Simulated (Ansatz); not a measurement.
Ideal-gas functions of `[NH2][Ga]([F])[Cl]` at 298.15 K and 1 bar, from an Ansatz frequency run at PBE0-D4/def2-TZVP.

Molar mass 140.2 g/mol, point group C1 (symmetry number 1), electronic degeneracy 1, moments of inertia 84.532, 175.761, 260.207 u Å². Harmonic wavenumbers (cm⁻¹, unscaled): 134, 141, 174, 212, 369, 433, 688, 754, 772, 1552, 3624, 3736.

Use S(trans) = R[1.5 ln M + 2.5 ln T − 1.1517]; rotational temperatures θ = 24.2544 K / I; S(rot) = R[ln(√π/σ · √(T³/θAθBθC)) + 1.5]; for each mode x = 1.438777 ν̃/T, S = R[x/(eˣ − 1) − ln(1 − e⁻ˣ)] and H = RT x/(eˣ − 1); 1 cm⁻¹ = 0.0119627 kJ/mol; R = 8.31446 J/(mol·K).

Q: By hand: the entropy, in J/(mol·K).

A: Translation 170.5. Rotation: θ = 0.2869, 0.138, 0.0932 K, giving 111.6. Vibration, mode by mode: 12.08, 11.67, 10.01, 8.48, 4.54, 3.55, 1.34, 1.04, 0.97, 0.04, 0.00, 0.00, in all 53.7. Electronic 0.0. Sum 335.8 J/(mol·K).

Q: By hand: H − E and G − E in kJ/mol, counted from the electronic energy.

A: Zero-point energy ½ × 12589 × 0.0119627 = 75.3; thermal vibration 8.9; translation, rotation and pV give 4 RT = 9.9. H − E = 94.1 kJ/mol, and G − E = 94.1 − 298.15 × 335.8/1000 = -6.0 kJ/mol.

Vibration gives 16 % of the entropy, 23.8 J/(mol·K) of it from the modes under 150 cm⁻¹: soft modes count most, and the harmonic formula is weakest for them. The sum counts one conformer and one mirror image; others add a mixing term.
